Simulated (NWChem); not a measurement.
Isomers of C₅H₃NS, each optimised at PBE0/def2-SVP with NWChem, gas phase unless a solvent is named. 

A: c1(cscc1)C#N
B: C#Cc1cscn1
C: C#Cc1nccs1
D: c1ncsc1C#C

### Question
Rank them by orbital gap (eV), PBE0/def2-SVP, lowest first.

### Answer
C (5.44), D (5.50), B (5.77), A (6.18)
